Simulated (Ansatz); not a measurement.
## A barrier at the coupled-cluster level

Start structure (GeH$_{4}$BrF, singlet), relaxed at PBE0-D4/def2-TZVP:

```csv
atom,x (Å),y (Å),z (Å)
Ge1,-0.9021,-0.6405,0.1821
F2,0.5785,-0.0608,0.9338
H3,-0.4538,-1.4130,-1.0606
H4,-1.7128,0.6155,-0.1453
H5,-1.5620,-1.5277,1.2408
H6,1.7383,1.1049,-0.0628
Br7,2.3139,1.9217,-1.0881
```

The step: GeH₃F ([F][GeH3]) + HBr → GeH₃Br ([GeH3][Br]) + HF; bonds formed: Ge1–Br7, F2–H6; bonds broken: Ge1–F2, H6–Br7. Program: Ansatz 0.2.0. Basis: def2-TZVPP and def2-QZVPP. Cores are frozen in the correlated methods. Filled d shells of the heavier atoms are correlated. The def2 sets are not built for correlating such inner shells, so the correlated values are less sure here. Extrapolation: Hartree–Fock as exp(−7.88 √X), correlation as X^−2.97. Energies below are by CCSD(T) at an estimated basis limit (MP2 extrapolated from triple and quadruple zeta, plus CCSD(T) − MP2 in triple zeta).

(1) What are the electronic barrier and the energy of the step, from the start structure to the end structure? (An estimate is asked for; the value comes from the calculation.)

The T1 diagnostic stays at or below 0.011. The end structure is not quite a true minimum (one mode of 30i cm⁻¹).

## Answers

(1) Computed: Barrier 24.41 kcal/mol; step energy -7.52 kcal/mol (downhill); reverse barrier, their difference, 31.93 kcal/mol. Barrier and step energy count from the start structure, the reverse barrier from the end structure.

The saddle point: One imaginary mode of 247i cm⁻¹.
| pair | start (Å) | saddle (Å) | end (Å) |
| --- | --- | --- | --- |
| Ge1–Br7 | 4.30 | 2.76 | 2.33 |
| F2–H6 | 1.92 | 1.03 | 0.93 |
| Ge1–F2 | 1.76 | 2.07 | 3.80 |
| H6–Br7 | 1.43 | 1.84 | 2.36 |

Zero-point energy (harmonic, PBE0-D4): ZPE is 20.72 kcal/mol at the start and 21.45 kcal/mol at the saddle, so the barrier goes from 24.41 to 25.14 kcal/mol.

Labels in which every atom is bracketed show which atoms are joined, not bond orders.

For scale, one of the runs: CCSD(T)/def2-TZVPP, 183 basis functions (an equivalent command: `ansatz run in.yaml --threads 4`). The run took 73 s on 4 CPU threads (shared host), with 2 GiB of host memory at its peak.
